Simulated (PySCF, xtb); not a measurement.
CH₅FO₂Si₂, SMILES F[Si@H]1OC[SiH2]O1. The values are those of a single conformer.

Harmonic wavenumbers (cm⁻¹) from GFN2-xTB (xtb) at its own minimum, in rising order: 92, 126, 193, 283, 391, 471, 477, 576, 598, 634, 678, 703, 745, 758, 787, 835, 889, 941, 1083, 1166, 1253, 1466, 2323, 2329, 2498, 2922, 2947.

### Question
What does PBE-D3(BJ)/def2-SVP (PySCF 2.14.0) give at its own minimum? (Estimate from the structure and the level; the computed values follow.)

### Answer
85, 89, 252, 330, 415, 462, 491, 635, 668, 675, 722, 771, 810, 831, 871, 911, 938, 962, 1048, 1186, 1233, 1410, 2175, 2184, 2284, 2961, 3019. Paired by order, the mean absolute difference is 59 cm⁻¹ and the zero-point energies are 40.3 and 40.6 kcal/mol.
